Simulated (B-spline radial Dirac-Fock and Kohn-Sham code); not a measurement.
ΔSCF core binding energies without Breit or QED terms, calculated with a radial B-spline solver.

A sound run for atomic selenium in the configuration [Ar] 3d10 4s2 4p4: The ground state converged in 10 iterations, with total energy -2428.58851 Ha, virial ratio 1.97618 and highest orbital energy -10.52 eV. ΔSCF binding energies: K (1s) 12692.0 eV, M5 (3d5/2) 62.03 eV. Holes are computed only in closed shells, and unreliable hole states are left out.

A second run, with one unsound setting: The ground state converged in 9 iterations, with total energy -2418.44142 Ha, virial ratio 1.95929 and highest orbital energy 57.27 eV. ΔSCF binding energies: K (1s) 12637.0 eV, M5 (3d5/2) 18.73 eV. Holes are computed only in closed shells, and unreliable hole states are left out.

```
iter   energy (Ha)        error
   1    -2417.88601840  1.22e+00
   2    -2418.42688784  4.11e-02
   3    -2418.44057359  2.23e-02
   4    -2418.44128282  1.08e-02
   5    -2418.44141389  6.94e-04
   6    -2418.44141662  2.92e-04
   7    -2418.44141756  1.56e-05
   8    -2418.44141756  6.20e-07
   9    -2418.44141756  7.51e-08
```

Question: Which fault fits the second run best?
A. unbound anion
B. box too small
C. functional not served
D. speed of light below Z

Answer: B. The input had rmax = 2.0: rmax squeezes the outer orbitals.
